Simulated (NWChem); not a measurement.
System: C₃H₄Cl₂; SMILES ClC1(Cl)CC1

Input file for NWChem:

```
start job
memory heap 200 mb stack 900 mb global 1100 mb
geometry units angstroms noautosym nocenter noautoz
  Cl    -1.466803     0.000000     0.756620
  C      0.000000     0.000000    -0.213227
  Cl     1.466803     0.000000     0.756620
  C      0.000000    -0.755423    -1.497560
  C      0.000000     0.755423    -1.497560
  H      0.923540    -1.273552    -1.767540
  H     -0.923540    -1.273552    -1.767540
  H      0.923540     1.273552    -1.767540
  H     -0.923540     1.273552    -1.767540
end
basis spherical
  * library def2-svp
end
dft
  xc m06-2x
  iterations 150
end
cosmo
  do_cosmo_smd true
  solvent dmf
end
task dft energy
```

Output (shortened):

```
             Northwest Computational Chemistry Package (NWChem) 7.3.0
             --------------------------------------------------------

                             Geometry "geometry" -> ""
                             -------------------------

 Output coordinates in angstroms (scale by  1.889725989 to convert to a.u.)

  No.       Tag          Charge          X              Y              Z
 ---- ---------------- ---------- -------------- -------------- --------------
    1 Cl                  17.0000    -1.46680300     0.00000000     0.75662000
    2 C                    6.0000     0.00000000     0.00000000    -0.21322700
    3 Cl                  17.0000     1.46680300     0.00000000     0.75662000
    4 C                    6.0000     0.00000000    -0.75542300    -1.49756000
    5 C                    6.0000     0.00000000     0.75542300    -1.49756000
    6 H                    1.0000     0.92354000    -1.27355200    -1.76754000
    7 H                    1.0000    -0.92354000    -1.27355200    -1.76754000
    8 H                    1.0000     0.92354000     1.27355200    -1.76754000
    9 H                    1.0000    -0.92354000     1.27355200    -1.76754000

 Effective nuclear repulsion energy (a.u.)     275.5535730805

                                 NWChem DFT Module
                                 -----------------

 Summary of "ao basis" -> "ao basis" (spherical)
 ------------------------------------------------------------------------------
       Tag                 Description            Shells   Functions and Types
 ---------------- ------------------------------  ------  ---------------------
 Cl                         def2-svp                 8       18   4s3p1d
 C                          def2-svp                 6       14   3s2p1d
 H                          def2-svp                 3        5   2s1p

 in cosmo_initialize ...
 calling solv_data for solv:dmf

 solvent parameters
 solvname_short: dmf
 solvname_long:  N,N-dimethylformamide
 dielec:       37.2190
 dielecinf:     2.0463
 nonaqueous SMD model solvent descriptors
 dielec:       37.2190
 sola:          0.0000
 solb:          0.7400
 solc:          0.0000
 solg:         49.5600
 solh:          0.0000
 soln:          1.4305

          ---------------
          -cosmo- solvent
          ---------------
 Cosmo: York-Karplus, doi: 10.1021/jp992097l
 dielectric constant -eps-     =  37.22
 screen = (eps-1)/(eps    )    =   0.97313
 surface charge correction     = lagrangian

[...]

                                COSMO-SMD solvation results
                                ---------------------------

             internal energy in gas <Psi(g)|H|Psi(g)> =     -1036.630898528063
         internal energy in solvent <Psi(s)|H|Psi(s)> =     -1036.630195973696
                               delta internal energy  =         0.000702554367 (    0.44 kcal/mol)
   total free energy in solvent <Psi(s)|H+V/2|Psi(s)> =     -1036.635675715873
 polarization energy contribution <Psi(s)|V/2|Psi(s)> =        -0.005479742177 (   -3.44 kcal/mol)
    total free energy in solvent including G(SMD-CDS) =     -1036.638663938208
                       G(SMD-CDS) energy contribution =        -0.002988222336 (   -1.88 kcal/mol)
     1 M fixed-concentration free energy of solvation =        -0.007765410145 (   -4.87 kcal/mol)

                       DFT Final Molecular Orbital Analysis
                       ------------------------------------

 Vector   26  Occ=2.000000D+00  E=-3.671280D-01
              MO Center= -1.7D-07,  1.5D-09,  7.0D-01, r^2= 3.4D+00
   Bfn.  Coefficient  Atom+Function         Bfn.  Coefficient  Atom+Function
  ----- ------------  ---------------      ----- ------------  ---------------
    11      0.344250  1 Cl px                43      0.344250  3 Cl px
    13      0.333695  1 Cl pz                45     -0.333695  3 Cl pz
     8      0.254264  1 Cl px                40      0.254264  3 Cl px
    10      0.245946  1 Cl pz                42     -0.245946  3 Cl pz
     5      0.144850  1 Cl px                37      0.144850  3 Cl px

 Vector   27  Occ=2.000000D+00  E=-3.646091D-01
              MO Center=  1.8D-07,  9.9D-09, -5.3D-01, r^2= 3.4D+00
   Bfn.  Coefficient  Atom+Function         Bfn.  Coefficient  Atom+Function
  ----- ------------  ---------------      ----- ------------  ---------------
    13      0.323162  1 Cl pz                45      0.323162  3 Cl pz
    56      0.233978  4 C  pz                70      0.233978  5 C  pz
    21      0.231744  2 C  s                 55     -0.229697  4 C  py
    69      0.229697  5 C  py                10      0.226105  1 Cl pz
    42      0.226105  3 Cl pz                24     -0.185385  2 C  pz

 Vector   28  Occ=2.000000D+00  E=-3.283121D-01
              MO Center=  2.5D-08, -9.2D-09, -5.4D-02, r^2= 3.4D+00
   Bfn.  Coefficient  Atom+Function         Bfn.  Coefficient  Atom+Function
  ----- ------------  ---------------      ----- ------------  ---------------
    12      0.379454  1 Cl py                44      0.379454  3 Cl py
    23     -0.341077  2 C  py                 9      0.255337  1 Cl py
    41      0.255337  3 Cl py                56      0.237771  4 C  pz
    70     -0.237771  5 C  pz                53      0.222588  4 C  s
    67     -0.222588  5 C  s                 59      0.149221  4 C  pz

 Vector   29  Occ=0.000000D+00  E= 7.229588D-02
              MO Center=  5.6D-08,  2.4D-09, -6.6D-01, r^2= 4.7D+00
   Bfn.  Coefficient  Atom+Function         Bfn.  Coefficient  Atom+Function
  ----- ------------  ---------------      ----- ------------  ---------------
    25      0.764270  2 C  px                80     -0.565283  6 H  s
    85      0.565283  7 H  s                 90     -0.565283  8 H  s
    95      0.565283  9 H  s                 22      0.449768  2 C  px
     4      0.412952  1 Cl s                 36     -0.412952  3 Cl s
    11      0.376588  1 Cl px                43      0.376588  3 Cl px

[...]
```

Level: M06-2X/def2-SVP, SMD on the gas-phase geometry. All runs use the structure optimised with PBE0/def2-SVP. Solvent: N,N-dimethylformamide.
